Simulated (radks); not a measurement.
Question: These are the eigenvalues of the occupied orbitals of an atom or ion with whole-number occupations (eV). All-electron calculation, scalar-relativistic Kohn-Sham, LDA (Slater exchange, VWN5 correlation), spin-polarised, spherical densities, finite nucleus; Fermi nuclear charge, rms radius of each element as measured or else 0.836 A^(1/3) + 0.57 fm. Program: a radial shooting solver on a logarithmic mesh with Libxc functionals.

orbital  eigenvalue
1s up     -57123.45
1s down   -57122.33
2s up     -10924.29
2s down   -10923.58
2p up     -9876.701
2p down   -9876.010
3s up     -3633.992
3s down   -3632.760
3p up     -3312.668
3p down   -3311.390
3d up     -2916.657
3d down   -2915.533
4s up     -1759.846

Which element is it, and in what charge state? The configuration may be excited. Open shells, if any, are filled with parallel spins first.

Answer: Z = 67, holmium, charge +38: Ho38+ in [Ar] 3d10 4s1. The list shows which subshells hold electrons but not how many an open one holds; the 1s level, -2099.2 hartree, gives Z - s = 64.8 by -(Z - s)^2/2, which with screening and relativity narrows Z to a few neighbours, and the depths of the outer levels then fix element, charge and occupations together.
